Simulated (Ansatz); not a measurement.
The cluster TiAl₅⁻, relaxed as a singlet with RKS PBE-D4/def2-SVPD in Ansatz, starting from the GFN1-xTB geometry. Force threshold 0.02 eV/Å.

The restricted singlet is unstable towards broken spin symmetry at other levels; at PBE-D4/def2-SVPD this wasn't settled. The relaxation made no stability test and no search for a lower SCF solution. No other spin state of charge -1 was run. The structure comes from a short search, and lower isomers may exist.

Start:

Cartesian coordinates in Å:
```
Ti 0.166 -0.143 0.168
Al -0.347 0.300 -0.352
Al -1.429 1.235 -1.449
Al -0.053 -1.521 0.225
Al 0.131 0.209 1.518
Al 1.532 -0.080 -0.110
```

```
         step  energy (eV)  largest force component (eV/Å)  SCF passes
            1  -55874.1476                         421.342          79
            2  -55975.6644                          73.817          31
            3  -56005.7298                          44.205          33
            4  -56030.6983                          22.810          41
            5  -56044.0033                          11.223          77
            6  -56045.4980                          10.075          44
            7  -56052.3650                           8.090          67
            8  -56056.7691                           4.628          36
            9  -56058.9761                           1.980          51
           10  -56060.4282                           1.032          99
           11  -56060.8344                           0.641          38
           13  -56061.3116                           0.359          33
           15  -56061.3851                           0.095          36
           17  -56061.5381                           0.207          35
           19  -56061.7631                           0.290          35
           21  -56062.0291                           0.205          41
           23  -56062.3271                           0.491          34
           25  -56062.6786                           0.422          35
           27  -56062.8310                           0.232          35
           29  -56062.8498                           0.062          29
           31  -56062.8525                           0.028          29
           33  -56062.8543                           0.088          39
           35  -56062.8621                           0.062          35
37 (rejected)  -56062.8598                           0.363          43
           39  -56062.8890                           0.054          35
           41  -56062.8904                           0.023          30
           42  -56062.8906                           0.003          29
```

Force components are those of the run's own axes.

End:

```xyz
6

Ti    0.4240   -1.1577    1.0944
Al   -1.1526    0.8453    0.6047
Al   -0.9371    0.4407   -2.0815
Al   -0.6695   -1.9410   -1.1427
Al    1.0390    1.1475    2.0575
Al    1.2962    0.6652   -0.5324
```

Bonds lost: Ti1–Al3, Al2–Al4, Al4–Al5, Al4–Al6 (atoms count from 1). Bonds formed: Al3–Al4, Al3–Al6 (atoms count from 1).

No frequencies were taken in this run, so the end may be a saddle point.

Hardware: 4 threads of Arm Neoverse V1 on a shared host. Wall time 2 min.
